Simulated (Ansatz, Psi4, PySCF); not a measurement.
System: boron oxyfluoride, BOF, charge 0, multiplicity 1. SMILES: O=BF
Geometry: optimised at B3LYP-D3(BJ)/def2-TZVP (Ansatz, a quantum-chemistry and plane-wave program).

Quantity: size of the dipole moment, in D. Terms: non-relativistic; dispersion terms only where a functional's name holds one; 6-311+G** with 5d; 6-31G* and kin with 6d, 5d where marked; no spin-orbit coupling. First-principles rows: single points at B3LYP-D3(BJ) geometries (Ansatz).

| level | program | size of the dipole moment (D) |
|---|---|---|
| PBE/STO-3G | Ansatz | 1.57 |
| PBE/3-21G | Ansatz | 1.66 |
| BLYP/6-31G* | Ansatz | 1.96 |
| B3LYP/6-31G* | Ansatz | 2.04 |
| B3LYP/6-31+G* | Ansatz | 2.13 |
| B3LYP/cc-pVDZ | Ansatz | 1.90 |
| B3LYP/6-311+G** | Ansatz | 2.10 |
| M06-2X/6-31G* (5d) | PySCF | 2.08 |
| wB97X-D/6-311+G** | Psi4 | 2.14 |
| B3PW91/6-31G* (5d) | PySCF | 2.04 |

No value to compare with is used here. The 10 habitual levels span 1.57 (PBE/STO-3G) to 2.14 D (wB97X-D/6-311+G**).

The levels are drawn from those run, B3LYP/6-31G* more often than the rest, none by its result; runs whose electronic state is in doubt are left out.
